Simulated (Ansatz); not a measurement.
Ideal-gas functions of CH4Sb (`[CH3][SbH]`) radical at 298.15 K and 1 bar, from an Ansatz frequency run at PBE0-D4/def2-TZVP.

Molar mass 137.8 g/mol, point group Cs (symmetry number 1), electronic degeneracy 2, moments of inertia 6.121, 68.918, 71.859 u Å². Harmonic wavenumbers (cm⁻¹, unscaled): 154, 518, 566, 713, 851, 1227, 1449, 1450, 1936, 3065, 3159, 3168.

Use S(trans) = R[1.5 ln M + 2.5 ln T − 1.1517]; rotational temperatures θ = 24.2544 K / I; S(rot) = R[ln(√π/σ · √(T³/θAθBθC)) + 1.5]; for each mode x = 1.438777 ν̃/T, S = R[x/(eˣ − 1) − ln(1 − e⁻ˣ)] and H = RT x/(eˣ − 1); 1 cm⁻¹ = 0.0119627 kJ/mol; R = 8.31446 J/(mol·K).

By hand: the entropy, in J/(mol·K).

Translation 170.3. Rotation: θ = 3.9625, 0.3519, 0.3375 K, giving 91.4. Vibration, mode by mode: 10.97, 2.57, 2.14, 1.22, 0.71, 0.15, 0.06, 0.06, 0.01, 0.00, 0.00, 0.00, in all 17.9. Electronic 5.8. Sum 285.4 J/(mol·K).

By hand: H − E and G − E in kJ/mol, counted from the electronic energy.

Zero-point energy ½ × 18256 × 0.0119627 = 109.2; thermal vibration 3.2; translation, rotation and pV give 4 RT = 9.9. H − E = 122.3 kJ/mol, and G − E = 122.3 − 298.15 × 285.4/1000 = 37.2 kJ/mol.

Vibration gives 6 % of the entropy.
